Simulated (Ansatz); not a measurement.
Consider the cleavage of the Si–Si bond: `F[SiH](F)[SiH](Cl)Cl` + `O[SiH2]F` → `F[SiH2]O[SiH](Cl)Cl` + `F[SiH2]F`.

Program: Ansatz. Geometries: PBE0-D4/def2-TZVP. ΔE: electronic, gas phase. CCSD(T)/CBS adds triple-zeta CCSD(T) − MP2 to the extrapolated MP2 energy (def2 sets, frozen cores). This one scheme is used for every species. Functionals use def2-TZVPP. B3LYP here is the variant with VWN-RPA as its local correlation; programs differ in this. Each species was taken in one conformer, which may not be the lowest.

`F[SiH](F)[SiH](Cl)Cl`:

Cartesian coordinates in Å:
```
F 1.938 1.075 -0.633
Si 0.932 0.578 0.493
F 0.434 1.862 1.287
Si -0.911 -0.456 -0.527
Cl -2.177 -1.059 0.965
Cl -0.210 -2.089 -1.545
H 1.670 -0.296 1.430
H -1.676 0.386 -1.472
```

`O[SiH2]F`:

```xyz
6

O     1.246    0.231   -0.113
Si   -0.336   -0.158   -0.132
F    -1.247    1.152   -0.112
H     1.631    0.581    0.692
H    -0.574   -0.866   -1.403
H    -0.721   -0.940    1.067
```

`F[SiH2]O[SiH](Cl)Cl`:

```xyz
9

F     2.055    1.373    1.310
Si    1.386    0.021    0.813
O     0.019    0.424    0.026
Si   -1.340    0.127   -0.782
Cl   -0.911   -0.888   -2.494
Cl   -2.581   -1.014    0.361
H     2.322   -0.639   -0.119
H     1.059   -0.793    2.000
H    -2.010    1.389   -1.116
```

`F[SiH2]F`:

```xyz
5

F     0.665    1.282    0.574
Si   -0.053   -0.004   -0.013
F     1.035   -1.149   -0.158
H    -1.076   -0.450    0.951
H    -0.572    0.320   -1.354
```

| level | ΔE (kcal/mol) | difference from CCSD(T)/CBS |
| --- | --- | --- |
| B3LYP-D4 | -33.3 | 1.3 |
| r2SCAN | -32.8 | 1.8 |
| B3LYP | -33.3 | 1.3 |
| SCS-MP2/def2-TZVPP | -37.3 | -2.7 |
| CCSD(T)/def2-TZVPP | -35.1 | -0.5 |
| HF/def2-QZVPP | -41.2 | -6.6 |
| MP2/def2-QZVPP | -36.7 | -2.1 |
| SCS-MP2/def2-QZVPP | -37.2 | -2.6 |
| HF/CBS(def2) | -41.3 | -6.7 |
| CCSD/CBS(def2) | -35.5 | -0.9 |
| CCSD(T)/CBS | -34.6 | 0 |

Largest T1 diagnostic among the species: 0.012.

From PBE to PBE0 (25 % exact exchange), in def2-TZVPP and without D4, ΔE moves by −2.9 kcal/mol. In def2-TZVPP, CCSD(T) changes the Hartree–Fock value by +5.4 kcal/mol (the triples alone add +0.8 kcal/mol) and MP2 by +3.8 kcal/mol.

CCSD(T)/CBS has its own doubt, a few kJ/mol and more with outer-core shells, so smaller differences from it don't rank the levels.
